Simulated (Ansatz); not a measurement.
Geometry optimisation, RKS PBE0/def2-SVP in Ansatz.

Input:

```yaml
crystal:
  periodic: [false, false, false]
  atoms:
    - { symbol: Sn, position_ang: [-0.061465, -0.08645, -0.076203] }
    - { symbol: Cl, position_ang: [-0.057777, -0.290913, 2.315822] }
    - { symbol: O, position_ang: [1.769998, -0.309343, -0.744815] }
    - { symbol: H, position_ang: [1.973223, -1.24643, -0.861207] }
    - { symbol: H, position_ang: [-0.797912, 1.338849, -0.608579] }
    - { symbol: O, position_ang: [-1.033931, -1.714965, -0.622531] }
    - { symbol: H, position_ang: [-1.319352, -2.230192, 0.142228] }
    - { symbol: F, position_ang: [1.21568, 2.38509, 1.212544] }
    - { symbol: H, position_ang: [1.179537, 1.937055, 2.020142] }
basis:
  gaussian: { orbitals: def2-SVP }
hamiltonian:
  xc: pbe0
relax:
  f_tol: 0.03
  max_steps: 50
```

Command:

```bash
$ ansatz run input.yaml --threads 2 --pin off --max-ram 3072MiB --backend cpu --events-out ev --progress --plain --runs-dir out
```

Question: Where does it end, and by what steps?

Answer: The run converged. After 10 steps the energy has fallen by 0.064 eV; H9 moved furthest, 0.31 Å.

| step | energy less start (eV) | largest force component (eV/Å) | accepted |
| --- | --- | --- | --- |
| 0 | 0.0000 | 0.325 | yes |
| 1 | -0.0423 | 0.275 | yes |
| 2 | -0.0244 | 0.983 | no |
| 3 | -0.0537 | 0.231 | yes |
| 4 | -0.0559 | 0.170 | yes |
| 5 | -0.0614 | 0.094 | yes |
| 6 | -0.0630 | 0.101 | yes |
| 7 | -0.0632 | 0.073 | yes |
| 8 | -0.0640 | 0.102 | yes |
| 9 | -0.0642 | 0.071 | yes |
| 10 | -0.0644 | 0.013 | yes |

```xyz
9
Properties=species:S:1:pos:R:3
Sn -0.038 0.035 -0.029
Cl -0.113 -0.138 2.362
O 1.807 -0.263 -0.635
H 1.889 -1.185 -0.912
H -0.851 1.386 -0.636
O -0.975 -1.623 -0.564
H -1.154 -2.200 0.188
F 1.225 2.103 1.094
H 1.080 1.667 1.910
```

The run took 32 s on 2 threads of Intel(R) Xeon(R) Platinum 8488C (Sapphire Rapids), on a shared host, peak memory 0.27 GiB.
